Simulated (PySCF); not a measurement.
A PySCF script (with the pyscf-properties extension) for the NMR shieldings of `[C@@H]1(CC)[C@@H](B)[C@@]1(C)SC`, C$_{7}$H$_{15}$BS, on a GFN2-xTB geometry:

```python
import basis_set_exchange as bse
import numpy as np
from pyscf import gto, dft
from pyscf.prop import nmr

atoms = """
B     1.414002   -2.024581    0.678107
C     0.407767   -0.879423    0.870686
C    -0.726156   -0.656248   -0.131358
C    -2.144662   -0.438815    0.334779
C    -2.982664    0.220649   -0.757033
C     0.339701    0.369436   -0.017094
C     0.112212    1.708249    0.636963
S     1.479269    0.478395   -1.417556
C     3.064892    0.505241   -0.537628
H     1.677053   -2.413462   -0.393923
H     1.905062   -2.528192    1.614924
H     0.126306   -0.634991    1.892452
H    -0.667145   -1.274374   -1.020418
H    -2.580248   -1.408294    0.592743
H    -2.163985    0.178828    1.233823
H    -2.562422    1.185474   -1.029876
H    -3.004610   -0.404468   -1.646493
H    -4.004127    0.370771   -0.415562
H    -0.309272    2.404908   -0.086409
H    -0.565939    1.629372    1.482904
H     1.054790    2.120067    0.995634
H     3.100367   -0.349743    0.136441
H     3.841788    0.424743   -1.290769
H     3.176286    1.436224    0.011327
"""
names = dict.fromkeys(["B", "C", "S", "H"], "pcSseg-1")
basis = {el: gto.basis.parse(bse.get_basis(n, elements=[el], fmt="nwchem")) for el, n in names.items()}
mol = gto.M(atom=atoms, basis=basis, charge=0, verbose=0)
mf = dft.RKS(mol, xc="PBE0")
mf.grids.level = 2
mf.grids.alignment = dft.numint.BLKSIZE   # the property module wants whole blocks of grid points
mf.conv_tol = 1e-9
mf.kernel()

calc = nmr.RKS(mf)   # GIAO
C = mf.mo_coeff
Co = C[:, mf.mo_occ > 0]
resp = mf.gen_response(singlet=True, hermi=2)
def vind(x):   # induced exchange potential for any number of trial vectors
    d = np.einsum("pi,xij,qj->xpq", C, 2 * x.reshape(-1, C.shape[1], Co.shape[1]), Co, optimize=True)
    return np.einsum("xpq,pi,qj->xij", resp(d - d.transpose(0, 2, 1)), C, Co, optimize=True).ravel()
mo1, _ = nmr.rhf.solve_mo1(calc, with_cphf=vind)
sigma = calc.kernel(mo1)
for i, s in enumerate(sigma):   # ppm
    print("%2d %-2s %9.2f" % (i, mol.atom_pure_symbol(i), np.trace(s) / 3))
```

Q: What does it print?

A: 
```
 0 B      13.01
 1 C     145.52
 2 C     133.84
 3 C     157.87
 4 C     170.42
 5 C     128.31
 6 C     162.46
 7 S     454.94
 8 C     158.91
 9 H      24.63
10 H      23.65
11 H      30.70
12 H      29.28
13 H      29.76
14 H      30.53
15 H      30.61
16 H      30.53
17 H      30.51
18 H      29.91
19 H      30.73
20 H      29.70
21 H      31.29
22 H      29.60
23 H      29.03
```

These numbers come from an equivalent density-fitted implementation of the same equations, which agrees with the script to about 0.01 ppm for H and up to a few tenths of a ppm for heavy atoms, so last digits may differ.

Size and cost of the density-fitted run: 235 basis functions, 100 s wall time on 1 thread of an Arm Neoverse N1, shared host; peak memory 0.99 GiB.
